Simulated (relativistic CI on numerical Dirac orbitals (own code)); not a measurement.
**Radial parameters of Pr XXXV**

Calculated at this level of theory: Dirac-Coulomb-Breit CI, orbitals from a KLI potential per configuration, QED by a radiative potential, unscaled Slater integrals (own radial code, finite nucleus).

Slater integrals F^k, G^k are unscaled and averaged over j, outside the closed core [Ne]; ζ comes from projecting the Hamiltonian with its Breit term on Σ l·s of the shell.

- 3s²3p⁶3d⁷: F^2(3d,3d) = 437840, F^4(3d,3d) = 282060, ζ(3d) = 72598 cm⁻¹; <r>(3d) = 0.232, <r^2>(3d) = 0.06265 (bohr units).
- 3s²3p⁵3d⁸: ζ(3p) = 560550, F^2(3d,3d) = 436960, F^4(3d,3d) = 281470, F^2(3p,3d) = 384720, G^1(3p,3d) = 418570, G^3(3p,3d) = 276740, ζ(3d) = 71813 cm⁻¹; <r>(3p) = 0.2578, <r^2>(3p) = 0.07683, <r>(3d) = 0.2324, <r^2>(3d) = 0.06288 (bohr units).
- 3s²3p⁴3d⁹: F^2(3p,3p) = 383290, ζ(3p) = 560120, F^2(3p,3d) = 384290, G^1(3p,3d) = 418520, G^3(3p,3d) = 276580, ζ(3d) = 71035 cm⁻¹; <r>(3p) = 0.258, <r^2>(3p) = 0.077, <r>(3d) = 0.2328, <r^2>(3d) = 0.06311 (bohr units).

Question: Give the Racah parameters of the d shell in 3s²3p⁶3d⁷.

Answer: B = F²/49 − 5F⁴/441 = 5738 cm⁻¹ and C = 35F⁴/441 = 22386 cm⁻¹.

Averages of the first 10 configurations, taken without configuration mixing, which lowers the lowest level and can move excited configurations by several eV; other configurations of the list can lie among them:

| Configuration | Parity | States | Average energy above the lowest level (eV) |
| --- | --- | --- | --- |
| 3s²3p⁶3d⁷ | even | 120 | 36.9 |
| 3s²3p⁵3d⁸ | odd | 270 | 346.5 |
| 3s²3p⁴3d⁹ | even | 150 | 662.2 |
| 3s3p⁶3d⁸ | even | 90 | 579.5 |
| 3p⁶3d⁹ | even | 10 | 1130.2 |
| 3s3p⁵3d⁹ | odd | 120 | 887.8 |
| 3s²3p⁶3d⁶4s | even | 420 | 959.9 |
| 3s²3p⁶3d⁶4p | odd | 1260 | 1045.7 |
| 3s²3p⁶3d⁶4d | even | 2100 | 1159.2 |
| 3s²3p⁴3d⁸4s | even | 1350 | 1571.4 |
